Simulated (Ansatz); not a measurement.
C2H2SSe can be A, `SC=C=[Se]`, or B, `S=C1C[Se]1`.

Computed with Ansatz on PBE0-D4/def2-TZVP structures; ΔE is electronic, products minus reactants. CCSD(T)/CBS adds triple-zeta CCSD(T) − MP2 to the extrapolated MP2 energy (def2 sets, frozen cores). Functionals use def2-TZVPP. B3LYP here is the variant with VWN-RPA as its local correlation; programs differ in this. For Se outer-core shells are correlated without core-valence functions, which leaves a few kJ/mol of doubt a bond. Scalar relativity is left out up to krypton. One conformer a species, not always the lowest.

(1) Which isomer does CCSD(T)/CBS put lower? Give the gap. (Estimate.)

(2) Give E(B) − E(A) in kcal/mol with CCSD/def2-TZVPP, B3LYP-D4, r2SCAN-D4, PBE0-D4, BLYP-D4, CCSD(T)/def2-TZVPP, B3LYP. (Estimate.)

(3) Does the order hold for the free energy at 298.15 K (harmonic terms from PBE0-D4)? (An estimate is asked.)

Largest T1 diagnostic: 0.016.

Results:

(1) The calculation gave: B, by 9.3 kcal/mol.

(2) Ansatz gave: CCSD/def2-TZVPP -8.5, B3LYP-D4 -8.2, r2SCAN-D4 -11.0, PBE0-D4 -11.6, BLYP-D4 -8.2, CCSD(T)/def2-TZVPP -9.4, B3LYP -7.7. None reverses the order clearly.

(3) The calculation gave: Yes: G(B) − G(A) = -6.3 kcal/mol, for one conformer each.

At CCSD(T), def2-SVP lies +1.8 kcal/mol from the extrapolated value and def2-TZVPP −0.1 kcal/mol. In def2-TZVPP, CCSD(T) changes the Hartree–Fock value by −5.8 kcal/mol (the triples alone add −0.9 kcal/mol) and MP2 by −8.7 kcal/mol.
